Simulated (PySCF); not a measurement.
## Spectroscopy problems

[PySCF 2.14.0 with density-fitted response routines: shielding tensors at PBE0/pcSseg-1 (GIAO); geometry from GFN2-xTB; non-relativistic; one computed conformer; no solvent; equivalent nuclei averaged]

Shifts are taken against calculated references (same method and geometry level): 1H (σref 31.72), 13C (σref 186.93) against TMS. Splittings of carbon signals by F and P are missing where no couplings were computed. Where no couplings were computed, multiplicities follow the n + 1 count of equivalent neighbours, and m marks all less simple cases (inequivalent or close neighbours, rings, F or P nearby). Shifts are as computed. Against solution values, carbons near 30 ppm lie about +3 ppm off and those near 130 ppm about +5 ppm; carbons on Cl a further +6 ppm. Of 1211 compounds with measured shifts, 218 miss one by over three times the rms of a fit or turn the order of signals round; such compounds aren't used in these exercises. Carbons bonded to Cl come out too deshielded.

(1) C₅H₇FSi. 1H NMR (300 MHz, computed): δ 5.91 (m, 1H), 5.09 (m, 1H), 4.56 (m, 2H), 2.20 (s, 3H). 13C{1H} NMR (computed): δ 180.8, 162.2, 129.2, 99.7, 21.2. Give a structure.

(2) C₆H₅Cl. 1H NMR (400 MHz, computed): δ 6.92 (s, 1H), 6.82 (m, 1H), 6.75 (m, 1H), 6.61 (m, 1H), 6.18 (d, 1H). 13C{1H} NMR (computed): δ 154.8, 144.0, 141.4, 139.5, 128.8, 125.5. Identify the compound.

Results:

(1) SMILES FC1=C[SiH2]C=C1C. Rings plus π bonds: 3 (1 ring in the answer). 5 carbon signals for 5 carbons: no two carbons are equivalent. Carbon types of the structure: 2 × C, 2 × CH, 1 × CH3, leaving 2 H on heteroatoms. δC 180.8, 162.2: fully substituted alkene carbon. δC 129.2, 99.7: alkene CH. δC 21.2: allylic methyl carbon; a saturated carbon with 1 carbon neighbour and no heteroatom attached. δH 5.91, 5.09: hydrogen on an alkene CH; olefinic region.

The data come from this structure; uniqueness wasn't tested.

(2) `ClC=C1C=CC=C1`. The formula gives 4 degrees of unsaturation (1 ring in the answer). 6 carbon signals for 6 carbons: no two carbons are equivalent. Carbon types of the structure: 1 × C, 5 × CH, which accounts for all hydrogens. δC 154.8: fully substituted alkene carbon; an sp2 carbon of a C=C bond. δC 144.0, 141.4, 139.5, 128.8, 125.5: alkene CH; the olefinic region. δH 6.92, 6.82, 6.75, 6.61, 6.18: hydrogen on an alkene CH; a vinylic proton, deshielded by the sp2 carbon and the C=C anisotropy.

This is the structure that produced the data.
